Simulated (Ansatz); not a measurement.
The pair A = CH5N (SMILES CN) (first 7 atoms), B = H4OSi (SMILES O[SiH3]); geometry from B3LYP-D3(BJ)/def2-TZVP.
(charge 0, multiplicity 1):
```csv
atom,x (Å),y (Å),z (Å)
C,0.2380,-0.3606,-0.1201
N,-0.2685,0.9711,0.2359
H,-0.4584,-1.1158,0.2446
H,1.1923,-0.5243,0.3807
H,0.3809,-0.5119,-1.1949
H,-1.1639,1.1479,-0.2046
H,0.3660,1.6961,-0.0786
O,-0.5102,1.0108,3.0120
Si,-0.0729,-0.3703,3.7671
H,-0.4435,1.0503,2.0254
H,-0.8913,-1.5376,3.3355
H,-0.2584,-0.1713,5.2213
H,1.3494,-0.7314,3.5114
```

Correlated levels freeze the cores.

Programs: Ansatz (Gaussian basis) for Hartree–Fock, density functionals and correlated methods. Each number belongs to the level named beside it.

Total energies (hartree), monomers frozen at their geometry in the pair:

| structure | HF/aug-cc-pV(D+d)Z | PBE/def2-TZVPPD | MP2/aug-cc-pV(D+d)Z |
|---|---|---|---|
| AB | -461.4150340 | -462.7419839 | -462.0829377 |
| A in the pair's basis | -95.2312261 | -95.7688015 | -95.5751309 |
| B in the pair's basis | -366.1740973 | -366.9567563 | -366.4924772 |
| A | -95.2306758 | -95.7686389 | -95.5732958 |
| B | -366.1735467 | -366.9566515 | -366.4910113 |

### Question
Work out the interaction energy without and with the counterpoise correction, and the superposition error, for each level.

### Answer

E(AB) − E(A) − E(B), times 627.509 kcal/mol, with the monomers in their own basis and then in the pair's basis:
- HF/aug-cc-pV(D+d)Z: -6.78 uncorrected, -6.09 corrected; the monomers gain 0.69 kcal/mol from borrowed functions
- PBE/def2-TZVPPD: -10.48 uncorrected, -10.31 corrected; the monomers gain 0.17 kcal/mol from borrowed functions
- MP2/aug-cc-pV(D+d)Z: -11.69 uncorrected, -9.62 corrected; the monomers gain 2.07 kcal/mol from borrowed functions

Ansatz is a quantum-chemistry and plane-wave program.
